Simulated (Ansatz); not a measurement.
Basis-set series for F2H3NSeSn (`[NH2][Sn]([F])([F])[SeH]`). Charge 0, multiplicity 1. Sn takes the def2 core potential. Geometry: relaxed with PBE0-D4/def2-TZVP. It is one conformer, not always the lowest.

```json
{"functional": "PBE0-D4", "basis": "def2-TZVPP", "functions": "233", "energy (Eh)": "-2871.80009", "HOMO (eV)": "-7.94", "LUMO (eV)": "-2.06"}
{"functional": "PBE0-D4", "basis": "def2-QZVPP", "functions": "432", "energy (Eh)": "-2871.86902", "HOMO (eV)": "-7.95", "LUMO (eV)": "-2.11"}
{"functional": "ωB97M-V", "basis": "def2-TZVPP", "functions": "233", "energy (Eh)": "-2872.07602", "HOMO (eV)": "-10.12", "LUMO (eV)": "-0.10"}
{"functional": "ωB97M-V", "basis": "def2-QZVPP", "functions": "432", "energy (Eh)": "-2872.14237", "HOMO (eV)": "-10.15", "LUMO (eV)": "-0.24"}
```

Question: Give the rows for def2-SVP. (Estimate.)

Answer: Computed: 
```tsv
functional	basis	functions	energy (Eh)	HOMO (eV)	LUMO (eV)
PBE0-D4	def2-SVP	115	-2871.15977	-7.79	-1.83
ωB97M-V	def2-SVP	115	-2871.42909	-9.96	0.23
```

Scalar relativity is left out up to krypton.
